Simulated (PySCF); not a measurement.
TeO₂I₂, singlet: computed properties

Method: PySCF, PBE0, basis Te def2-SVP with ECP28, O def2-SVP, I def2-SVP with ECP28 (scalar-relativistic core potentials, no spin–orbit coupling, density fitting).

The structure is a saddle point with 1 imaginary mode.

Coordinates in bohr (charge 0 multiplicity 1):
```
Te    0.0000    0.0000    0.0000
O     0.0000    3.4550    0.0000
O     0.0000   -3.4550    0.0000
I     5.2168    0.0000    0.0000
I    -5.2168    0.0000    0.0000
```

| Quantity | Value |
| --- | --- |
| Point group | D2h |
| Bond lengths | Te–I 2.761 Å (×2), Te–O 1.828 Å (×2) |
| Bond angles | I–Te–I 180.0°, I–Te–O 90.0° (×4), O–Te–O 180.0° |
| Atomisation energy without zero-point energy | 671 kJ/mol |
| Lowest empty level | -5.02 eV |
| Highest occupied level | -7.83 eV |
| Principal polarisabilities | 49.2, 76.3, 198.7 bohr³ |
| Zero-point energy (real modes) | 16.0 kJ/mol |
| Rotational constants | 0.1577, 0.008715, 0.008259 cm⁻¹ |
| Principal quadrupole moments (Buckingham, traceless) about the centre of mass | -14.31, 6.01, 8.30 D Å |
| Dipole moment | 0.00 D |

Harmonic modes (masses in u: Te 129.906, O 15.995, I 126.904):
```json
{"symmetry": "b3u", "ω (cm⁻¹)": "104i", "IR (km/mol)": "–"}
{"symmetry": "b2u", "ω (cm⁻¹)": "90", "IR (km/mol)": "0.0"}
{"symmetry": "b3u", "ω (cm⁻¹)": "110", "IR (km/mol)": "7.2"}
{"symmetry": "ag", "ω (cm⁻¹)": "136", "IR (km/mol)": "0.0"}
{"symmetry": "b1u", "ω (cm⁻¹)": "208", "IR (km/mol)": "54.7"}
{"symmetry": "b3g", "ω (cm⁻¹)": "226", "IR (km/mol)": "0.0"}
{"symmetry": "b1u", "ω (cm⁻¹)": "285", "IR (km/mol)": "206"}
{"symmetry": "ag", "ω (cm⁻¹)": "773", "IR (km/mol)": "0.0"}
{"symmetry": "b2u", "ω (cm⁻¹)": "852", "IR (km/mol)": "24.4"}
```

In D2h the vibrations span 2b3u + 2b2u + 2ag + 2b1u + b3g. The ag, b3g modes carry no infrared intensity, as symmetry demands. With a centre of inversion only u modes can be infrared active and only g modes Raman active.

Charges (e):
```
atom  Mulliken  Löwdin  polar tensor  Mayer order to Te1
 Te1      0.99    0.91          1.81                   –
O2,3     -0.42   -0.41         -0.56                1.49
I4,5     -0.08   -0.04         -0.35                0.86
```

Mulliken populations on Te1 (electrons outside its core potential): s 3.67, p 8.67, d 10.66.

Outer orbital energies (eV). occupied: -10.23, -9.67, -9.16, -8.62, -8.43, -8.32, -8.20, -7.83; empty: -5.02, -4.77, -2.08, 1.88.

Other isomers or separated fragments may lie lower. At this level a singlet minimum of C2v symmetry lies 158 kJ/mol below this structure.

The final relaxation and frequency run took about 2.8 core-minutes on a shared host.
